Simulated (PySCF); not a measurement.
These 3 structures share the formula C5H9ClO. Theory: PySCF, PBE0-D3(BJ)/def2-SVP geometry optimisation, gas phase. Energies are electronic, without zero-point or thermal terms, for one conformer each. No frequencies were run at this level. Point groups hold within 0.08 Å.

Question: Rank from lowest to highest electronic energy at this level (kcal/mol).
A. `[Cl:1][CH:2]1[CH2:3][CH2:4][O:5][CH2:6][CH2:7]1` with Cl1–C2–C3–C4 72°, C2–C3–C4–O5 55°, C3–C4–O5–C6 -61°, C4–O5–C6–C7 61°
B. `[Cl:1][CH2:2][CH2:3][O:4][CH:5]1[CH2:6][CH2:7]1` with Cl1–C2–C3–O4 177°, C2–C3–O4–C5 77°, C3–O4–C5–C6 -166°
C. `[CH3:1][CH2:2][C:3](=[O:4])[CH2:5][CH2:6][Cl:7]` with C1–C2–C3–O4 0°, C2–C3–C5–C6 180°, C3–C5–C6–Cl7 180°

Answer: C (0.0), A (0.4), B (32.7).

As drawn, the lowest has a C=O bond, which the highest lacks; the highest has a three-membered ring, which the lowest lacks. Neighbours under 2.5 kcal/mol apart (CCC(=O)CCCl and ClC1CCOCC1) can change places with a better method, another conformer or zero-point energy.

```
     SMILES      E (Eh)  E rel (kcal/mol)  dipole (D)  point group       A, B, C (MHz)
CCC(=O)CCCl  -730.58107               0.0        2.53           Cs  8079, 763.9, 710.1
 ClC1CCOCC1  -730.58043               0.4        1.42           Cs    3475, 1778, 1545
 ClCCOC1CC1  -730.52903              32.7        1.67           C1  6742, 872.6, 810.4
```
